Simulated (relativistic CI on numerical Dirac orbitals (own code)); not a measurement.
**d7 in a ligand field**

Computed with a parametric ligand-field model of a d^n configuration (Racah B and C, spin-orbit zeta, crystal field), exact diagonalisation.

Field parameters in Wybourne normalisation: Oh B⁴₀ = 21Dq, B⁴₄ = √(5/14) B⁴₀; Td as Oh with Dq negative (B⁴₀ = 21Dq, B⁴₄ = √(5/14) B⁴₀). The field is a parameter set, without covalency.

Task: Lowest levels for B = 350, C = 1230, ζ = 220 cm⁻¹, Td, 10Dq = -9400 cm⁻¹?

Result: Γ8 0 (S 1.50), Γ8 6246 (S 0.51), Γ6 6552 (S 0.51), Γ8 6610 (S 0.50), Γ6 9367 (S 1.50), Γ8 9367 (S 1.49), Γ8 9395 (S 1.40), Γ7 9444 (S 1.24), Γ7 9622 (S 0.91) cm⁻¹, with S from ⟨S²⟩ = S(S + 1). The ground level has 4.00 electrons in the cubic e pair.

Task: Lowest levels for B = 640, C = 2660, ζ = 1700 cm⁻¹, Oh, 10Dq = 30650 cm⁻¹?

Result: Γ8 0 (S 0.52), Γ6 16258 (S 1.49), Γ8 17205 (S 1.49), Γ7 19096 (S 1.50), Γ8 19190 (S 1.49), Γ8 28022 (S 0.52), Γ8 29488 (S 0.52), Γ6 29631 (S 0.51), Γ7 29858 (S 0.51) cm⁻¹, with S from ⟨S²⟩ = S(S + 1). The ground level has 1.04 electrons in the cubic e pair.

Task: Lowest levels for B = 1020, C = 3600, ζ = 750 cm⁻¹, Oh, 10Dq = 35450 cm⁻¹?

Result: Γ8 0 (S 0.50), Γ6 16519 (S 1.50), Γ8 16977 (S 1.50), Γ7 17778 (S 1.50), Γ8 17803 (S 1.50), Γ8 32614 (S 0.50), Γ6 33189 (S 0.50), Γ8 33569 (S 0.51), Γ7 33801 (S 0.50) cm⁻¹, with S from ⟨S²⟩ = S(S + 1). The ground level has 1.03 electrons in the cubic e pair.

Task: Lowest levels for B = 950, C = 3700, ζ = 280 cm⁻¹, Oh, 10Dq = 24900 cm⁻¹?

Result: Γ8 0 (S 0.50), Γ6 6449 (S 1.50), Γ8 6629 (S 1.50), Γ7 6932 (S 1.50), Γ8 6944 (S 1.50), Γ8 22350 (S 0.50), Γ6 22547 (S 0.50), Γ8 23120 (S 0.51), Γ7 23245 (S 0.50) cm⁻¹, with S from ⟨S²⟩ = S(S + 1). The ground level has 1.04 electrons in the cubic e pair.

Task: Lowest levels for B = 730, C = 3030, ζ = 490 cm⁻¹, Oh, 10Dq = 5100 cm⁻¹?

Result: Γ6 0 (S 1.50), Γ8 318 (S 1.50), Γ8 842 (S 1.50), Γ7 964 (S 1.50), Γ6 4884 (S 1.50), Γ8 4944 (S 1.50), Γ8 5012 (S 1.49), Γ7 5206 (S 1.50), Γ8 9763 (S 0.51) cm⁻¹, with S from ⟨S²⟩ = S(S + 1). The ground level has 2.11 electrons in the cubic e pair.
